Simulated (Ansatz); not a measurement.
## A barrier at the coupled-cluster level

Start structure (Si2H5Cl2OF3, closed shell), relaxed at PBE0-D4/def2-TZVP:

Si1  (-1.477, 0.739, 0.680)
O2  (-0.495, -0.008, -0.364)
Si3  (0.595, 0.444, -1.562)
F4  (-1.744, -0.255, 1.864)
F5  (-2.853, 1.039, -0.016)
Cl6  (-0.700, 2.458, 1.359)
H7  (1.648, -1.506, 1.402)
Cl8  (2.305, -0.439, 1.714)
H9  (-0.156, -1.675, 0.129)
F10  (0.245, -2.458, 0.456)
H11  (1.381, 1.602, -1.089)
H12  (1.440, -0.742, -1.806)
H13  (-0.188, 0.800, -2.767)
(Å)

The step: Si₂H₃ClOF₂ ([F][Si]([F])([Cl])[O][SiH3]) + HCl + HF → SiCl₂F₂ ([F][Si]([F])([Cl])[Cl]) + SiH₄O ([OH][SiH3]) + HF (still joined by a long Si–O bond); bonds formed: Si1–Cl8, O2–H9, H7–F10; bonds broken: H7–Cl8, H9–F10; bonds weakened to dative contacts: Si1–O2. Computed with Ansatz 0.2.0 (basis: def2-TZVPP and def2-QZVPP); correlated methods freeze the cores. Extrapolation: Hartree–Fock as exp(−7.88 √X), correlation as X^−2.97. Energies below are by CCSD(T) at an estimated basis limit (MP2 extrapolated from triple and quadruple zeta, plus CCSD(T) − MP2 in triple zeta).

**Question.** What are the electronic barrier and the energy of the step, from the start structure to the end structure? (To be estimated.)

**Answer.** Computed: Barrier 26.18 kcal/mol; step energy 18.31 kcal/mol (uphill); reverse barrier, their difference, 7.87 kcal/mol. Barrier and step energy count from the start structure, the reverse barrier from the end structure.

The saddle point: One imaginary mode of 798i cm⁻¹.
```json
{"pair": "Si1–Cl8", "start (Å)": "4.09", "saddle (Å)": "2.53", "end (Å)": "2.23"}
{"pair": "O2–H9", "start (Å)": "1.77", "saddle (Å)": "1.17", "end (Å)": "1.00"}
{"pair": "H7–F10", "start (Å)": "1.94", "saddle (Å)": "1.15", "end (Å)": "0.96"}
{"pair": "Si1–O2", "start (Å)": "1.62", "saddle (Å)": "1.71", "end (Å)": "1.79"}
{"pair": "H7–Cl8", "start (Å)": "1.29", "saddle (Å)": "1.54", "end (Å)": "1.95"}
{"pair": "H9–F10", "start (Å)": "0.94", "saddle (Å)": "1.16", "end (Å)": "1.55"}
```

Zero-point energy (harmonic, PBE0-D4): ZPE is 37.53 kcal/mol at the start and 36.39 kcal/mol at the saddle, so the barrier goes from 26.18 to 25.04 kcal/mol.

The T1 diagnostic stays at or below 0.011.

Labels in which every atom is bracketed show which atoms are joined, not bond orders.

For scale, one of the runs: CCSD(T)/def2-TZVPP, 362 basis functions, launched by `ansatz run in.yaml --threads 4 --pin off --events-out ev --progress --plain --max-ram 46080MiB --backend cuda --devices 0, --max-vram 37GiB`. The run took 15 s on 4 CPU threads of an AMD EPYC 7R13 and a share of one NVIDIA H100 (shared host), with 0.9 GiB of host memory at its peak.
